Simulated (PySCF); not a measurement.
Gas-phase reaction: GeHCl + Ge₃H₈ = 4 GeH₂ + HCl

Method: PySCF energies plus ideal-gas RRHO corrections (1 bar). † marks an energy on the PBE0/def2-TZVP geometry and frequencies; other levels use their own. 6-31G* has spherical d functions here. All species are closed-shell singlets. B3LYP is the form with VWN-RPA correlation. Ge: all electrons, no relativistic terms. GeHCl, GeH₂: computed as isolated molecules; such fragments, hydroxides, amides, oligomers or adducts are transient or little studied in the gas.

ωB97X-V/def2-TZVP† gives ΔH°(298 K) = 683 kJ.

Question: What do r2SCAN/def2-TZVP†, BLYP/def2-TZVP†, B3LYP/6-31G* give?

Answer: r2SCAN/def2-TZVP†: 717 kJ; BLYP/def2-TZVP†: 565 kJ; B3LYP/6-31G*: 605 kJ. For scale, ΔH°(298 K) is 683 kJ at this level, 644 kJ at ωB97M-V/def2-TZVP†, and runs from 565 to 782 kJ over the 18 levels computed.
